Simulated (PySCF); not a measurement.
C4H10OSi2.
Bonds: Si1–O2, O2–Si3, Si3–C4, C4–C5, C5–C6 (double), C6–C7, Si3–C7. Hydrogens: H8, H9, H10 on Si1; H11 on Si3; H12, H13 on C4; H14 on C5; H15 on C6; H16, H17 on C7.

The same species was optimised twice, with GFN2-xTB and with PBE0-D3(BJ)/def2-SVP (PySCF), and the same property calculations (PySCF, gas phase) were run on both structures.

```csv
coordinate,GFN2-xTB,PBE0-D3(BJ)/def2-SVP,change
O2–Si3 (Å),1.622,1.665,+0.043
Si1–O2 (Å),1.620,1.655,+0.035
C5=C6 (Å),1.322,1.342,+0.020
Si3–C4 (Å),1.905,1.888,-0.017
Si3–C7 (Å),1.905,1.893,-0.012
C6–C7 (Å),1.501,1.507,+0.006
C4–C5 (Å),1.501,1.507,+0.006
Si1–O2–Si3 (°),165.8,144.3,-21.5
C4–Si3–C7 (°),93.7,96.0,+2.3
Si3–C7–C6 (°),104.0,102.1,-1.9
O2–Si3–C7 (°),114.2,112.4,-1.8
Si3–C4–C5 (°),104.0,102.2,-1.8
O2–Si3–C4 (°),112.7,111.1,-1.6
C5–C6–C7 (°),119.0,119.1,+0.1
C4–C5–C6 (°),119.1,119.2,+0.1
```

Rotational constants: A = 3887, B = 974.0, C = 918.4 MHz (GFN2-xTB) against A = 3297, B = 1095, C = 1026 MHz (PBE0-D3(BJ)/def2-SVP). Point groups within 0.08 Å: C1 and C1.

On the GFN2-xTB structure: lowest singlet, TDDFT (eV) 6.12 [B3LYP/def2-SVPD]; lowest triplet, Tamm–Dancoff (eV) 4.52 [B3LYP/def2-SVPD]; isotropic polarisability (au) 96.7 [B3LYP/def2-SVPD]; HOMO (eV) -6.86 [B3LYP/def2-SVPD]; LUMO (eV) -0.10 [B3LYP/def2-SVPD]; dipole (D) 0.32 [B3LYP/def2-SVPD]; HOMO (eV) -7.05 [PBE0/pcSseg-1]; LUMO (eV) 0.38 [PBE0/pcSseg-1]; dipole (D) 0.38 [PBE0/pcSseg-1]; GIAO shielding of Si1 (ppm) 393.6 [PBE0/pcSseg-1]; GIAO shielding of O2 (ppm) 317.4 [PBE0/pcSseg-1]; GIAO shielding of Si3 (ppm) 342.2 [PBE0/pcSseg-1]; GIAO shielding of C4/C7 (mean) (ppm) 164.3 [PBE0/pcSseg-1]; GIAO shielding of C5/C6 (mean) (ppm) 49.2 [PBE0/pcSseg-1].

Question: What do these properties become on the PBE0-D3(BJ)/def2-SVP structure?

Answer: 
| property | level | on GFN2-xTB | on PBE0-D3(BJ)/def2-SVP | change |
| --- | --- | --- | --- | --- |
| lowest singlet, TDDFT (eV) | B3LYP/def2-SVPD | 6.12 | 6.20 | +0.08 |
| lowest triplet, Tamm–Dancoff (eV) | B3LYP/def2-SVPD | 4.52 | 4.33 | -0.19 |
| isotropic polarisability (au) | B3LYP/def2-SVPD | 96.7 | 98.7 | +2.0 |
| HOMO (eV) | B3LYP/def2-SVPD | -6.86 | -6.95 | -0.09 |
| LUMO (eV) | B3LYP/def2-SVPD | -0.10 | -0.05 | +0.05 |
| dipole (D) | B3LYP/def2-SVPD | 0.32 | 0.75 | +0.43 |
| energy, GFN2-xTB geometry as zero (kcal/mol) | B3LYP/def2-SVPD | 0.0 | -4.3 | -4.3 |
| HOMO (eV) | PBE0/pcSseg-1 | -7.05 | -7.15 | -0.10 |
| LUMO (eV) | PBE0/pcSseg-1 | 0.38 | 0.41 | +0.03 |
| dipole (D) | PBE0/pcSseg-1 | 0.38 | 0.68 | +0.30 |
| energy, GFN2-xTB geometry as zero (kcal/mol) | PBE0/pcSseg-1 | 0.0 | -2.8 | -2.8 |
| GIAO shielding of Si1 (ppm) | PBE0/pcSseg-1 | 393.6 | 392.0 | -1.6 |
| GIAO shielding of O2 (ppm) | PBE0/pcSseg-1 | 317.4 | 313.9 | -3.5 |
| GIAO shielding of Si3 (ppm) | PBE0/pcSseg-1 | 342.2 | 333.1 | -9.1 |
| GIAO shielding of C4/C7 (mean) (ppm) | PBE0/pcSseg-1 | 164.3 | 163.3 | -1.0 |
| GIAO shielding of C5/C6 (mean) (ppm) | PBE0/pcSseg-1 | 49.2 | 44.3 | -4.9 |

The heavy atoms differ by 0.241 Å rms after alignment. Among bonds between heavy atoms O2–Si3 changes most (+0.043 Å). Changes are differences of the printed values. Neither structure is proved a minimum here.
